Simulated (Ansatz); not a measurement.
C2H8InNO2 (`C[N](C)[In]([OH])[OH]`) from Hartree–Fock to CCSD(T)

| atom | x (Å) | y (Å) | z (Å) |
| --- | --- | --- | --- |
| C1 | -0.752 | -0.625 | 1.435 |
| N2 | -0.370 | -0.332 | 0.081 |
| C3 | -1.023 | -1.167 | -0.894 |
| In4 | 1.016 | 1.013 | -0.420 |
| O5 | 1.464 | 1.266 | -2.328 |
| O6 | 1.994 | 2.184 | 0.849 |
| H7 | -0.511 | -1.663 | 1.716 |
| H8 | -1.834 | -0.493 | 1.588 |
| H9 | -0.241 | 0.031 | 2.145 |
| H10 | -0.798 | -2.233 | -0.735 |
| H11 | -0.709 | -0.910 | -1.908 |
| H12 | -2.117 | -1.057 | -0.848 |
| H13 | 2.130 | 1.947 | -2.448 |
| H14 | 1.752 | 2.039 | 1.766 |

Charge 0, multiplicity 1. Correlated methods include outer-core shells of In, which these sets cover unevenly. In takes the def2 core potential. The structure was optimised at the PBE0-D4/def2-TZVP level. It is one conformer, not always the lowest. Frozen core, restricted reference, Ansatz 0.2.0.

```csv
basis,HF (Eh),MP2 corr.,CCSD corr.,(T),CCSD(T) total
def2-SVP,-473.55371,-0.93093,-0.97756,-0.02692,-474.55819
def2-TZVPP,-473.91263,-1.34436,–,–,–
def2-QZVPP,-473.92875,-1.61170,–,–,–
```
